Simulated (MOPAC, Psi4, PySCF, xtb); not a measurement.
Conformational energy of SMILES C(#C)[SiH2][SiH2]C#C. Scanned: dihedral C2–Si3–Si4–C5; all other coordinates were relaxed at GFN2-xTB. GFN2-xTB can order the conformers of Si and Ge chains otherwise than DFT does. Points at φ and −φ are mirror images. Heavy atoms are numbered in the order of the SMILES C#C[SiH2][SiH2]C#C, hydrogens after them in the order of the atoms that carry them; the mirror image has the same energies with the sign of each dihedral reversed.

- GFN1-xTB // GFN2-xTB (xtb)
- RKS-LDA (SVWN5)/6-31G* = PySCF 2.14.0 with restricted LDA (SVWN5)/6-31G*, spherical d, density fitting // GFN2-xTB
- PM6, restricted, heats of formation // GFN2-xTB (MOPAC)
- MP2/cc-pVTZ = DF-MP2 (frozen core)/cc-pVTZ // GFN2-xTB (Psi4 1.11)

Energies relative to the lowest point of each profile, in kcal/mol; the last columns give the difference from MP2:

```
φ / °  GFN1-xTB  RKS-LDA (SVWN5)/6-31G*   PM6  MP2/cc-pVTZ  GFN1-xTB − MP2/cc-pVTZ  RKS-LDA (SVWN5)/6-31G* − MP2/cc-pVTZ  PM6 − MP2/cc-pVTZ
-----  --------  ----------------------  ----  -----------  ----------------------  ------------------------------------  -----------------
-160       0.15                    0.14  0.20         0.31                   -0.16                                 -0.17              -0.11
-140       0.39                    0.73  0.48         0.94                   -0.55                                 -0.21              -0.46
-120       0.51                    1.00  0.61         1.24                   -0.73                                 -0.24              -0.63
-100       0.39                    0.68  0.45         0.91                   -0.53                                 -0.23              -0.46
-80        0.15                    0.16  0.15         0.30                   -0.15                                 -0.14              -0.14
-60        0.00                    0.00  0.00         0.00                    0.00                                  0.00               0.00
-40        0.05                    0.37  0.12         0.33                   -0.27                                  0.04              -0.21
-20        0.22                    0.91  0.39         0.96                   -0.75                                 -0.05              -0.57
0          0.32                    1.17  0.55         1.27                   -0.96                                 -0.11              -0.72
20         0.22                    0.91  0.39         0.96                   -0.75                                 -0.05              -0.57
40         0.05                    0.37  0.12         0.33                   -0.27                                  0.04              -0.21
60         0.00                    0.00  0.00         0.00                    0.00                                  0.00               0.00
80         0.15                    0.16  0.15         0.30                   -0.15                                 -0.14              -0.14
100        0.39                    0.68  0.45         0.91                   -0.53                                 -0.23              -0.46
120        0.51                    1.00  0.61         1.24                   -0.73                                 -0.24              -0.63
140        0.39                    0.73  0.48         0.94                   -0.55                                 -0.21              -0.46
160        0.15                    0.14  0.20         0.31                   -0.16                                 -0.17              -0.11
180        0.03                       —  0.07         0.00                    0.03                                     —               0.07
```

GFN1-xTB is furthest from MP2/cc-pVTZ at 0 (-0.96 kcal/mol, below); its mean absolute difference over the points is 0.40 kcal/mol.

RKS-LDA (SVWN5)/6-31G* is furthest from MP2/cc-pVTZ at -120 (-0.24 kcal/mol, below); its mean absolute difference over the points is 0.13 kcal/mol.

PM6 is furthest from MP2/cc-pVTZ at 0 (-0.72 kcal/mol, below); its mean absolute difference over the points is 0.33 kcal/mol.

A dash means that the run gave no value there, or that the column was ended at a point which the program doubted or which failed a test of continuity chosen for this set; such a test can also cut sound points.
